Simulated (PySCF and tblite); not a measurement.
C8H12, numbered as in [CH:1]#[C:2][CH:3]1[CH2:4][CH2:5][CH2:6][CH2:7][CH2:8]1. Level: PBE0-D3(BJ)/def2-SVP (IEF-PCM, chloroform)//GFN2-xTB, thermal terms from GFN2-xTB, symmetry numbers and mirror pairs counted. Conformers within 3 kcal/mol (GFN2-xTB free energy) were kept, 8 at most. GIAO shieldings: wB97X-D/pcSseg-1 (IEF-PCM, chloroform). Couplings: B3LYP/pcSseg-1 with pcJ-1 on H (gas phase; spin-dipole term only for pairs with B, N, F, Si or P). Shifts are against TMS (¹H), TMS (¹³C) at the same level. (PySCF 2.14, tblite 0.8.)

The 6-ring runs over atoms 3–4–5–6–7–8.

Two conformers hold nearly all the population. I: 6-ring chair (all substituents equatorial); δ(H3) = 2.08 ppm. II: 6-ring chair (C2 axial); δ(H3) = 2.82 ppm. The average over the ensemble at 298.15 K is 2.33 ppm.

Q: What populations and free-energy difference follow from a two-state model?

A: p(I) = (2.33 − 2.82)/(2.08 − 2.82) = 0.66, so K = p(II)/p(I) = 0.51 and G(II) − G(I) = −RT ln K = 0.40 kcal/mol. The weights computed directly are 66.5 % and 33.5 %.
